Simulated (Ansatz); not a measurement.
System: FeF2 (charge 0, quintet). The spin state was set by rule; other spins were not relaxed. 
Coordinates optimised at B3LYP-D3(BJ)/def2-TZVP (Ansatz, a program for electronic structure):
```xyz
3

Fe     0.0000     0.0000     0.0000
F      0.0000     0.0000     1.7587
F      0.0000     0.0000    -1.7587
```
Charge 0, spin multiplicity 5.

Wanted: vertical electron affinity (to the quartet state of charge -1; a negative value means that the extra electron is unbound and the number depends on the basis; each state is the SCF solution reached for its spin; the UHF <S^2> is 4.55 for the quartet (pure: 3.75); for the quartet T1 is 0.059), in eV. Correlated levels leave the core frozen unless marked. UHF or UKS for open shells. Spin-orbit coupling is left out. Frozen are the shells of the preceding noble gas and the d and f shells that filled before the atom's block. Non-relativistic. Anions need diffuse functions: def2-D sets add few. 

```json
[
 {"level": "SVWN5/def2-TZVPD", "program": "Ansatz", "vertical electron affinity (eV)": "1.88"},
 {"level": "PBE/def2-TZVPD", "program": "Ansatz", "vertical electron affinity (eV)": "1.61"},
 {"level": "r2SCAN/def2-TZVPD", "program": "Ansatz", "vertical electron affinity (eV)": "1.46"},
 {"level": "B3LYP/def2-TZVPD", "program": "Ansatz", "vertical electron affinity (eV)": "1.56"},
 {"level": "PBE0/def2-TZVPD", "program": "Ansatz", "vertical electron affinity (eV)": "1.26"},
 {"level": "BHLYP/def2-TZVPD", "program": "Ansatz", "vertical electron affinity (eV)": "1.01"},
 {"level": "CAM-B3LYP/def2-TZVPD", "program": "Ansatz", "vertical electron affinity (eV)": "1.51"},
 {"level": "wB97M-V/def2-TZVPD", "program": "Ansatz", "vertical electron affinity (eV)": "1.40"},
 {"level": "wB97X-V/def2-TZVPD", "program": "Ansatz", "vertical electron affinity (eV)": "1.31"},
 {"level": "wB97X/def2-TZVPD", "program": "Ansatz", "vertical electron affinity (eV)": "1.51"},
 {"level": "CCSD/def2-SVPD", "program": "Ansatz", "vertical electron affinity (eV)": "0.76"},
 {"level": "CCSD/def2-TZVPPD", "program": "Ansatz", "vertical electron affinity (eV)": "0.99"},
 {"level": "CCSD(T)/def2-SVPD", "program": "Ansatz", "vertical electron affinity (eV)": "0.86"},
 {"level": "CCSD(T)/def2-TZVPPD", "program": "Ansatz", "vertical electron affinity (eV)": "1.12"}
]
```
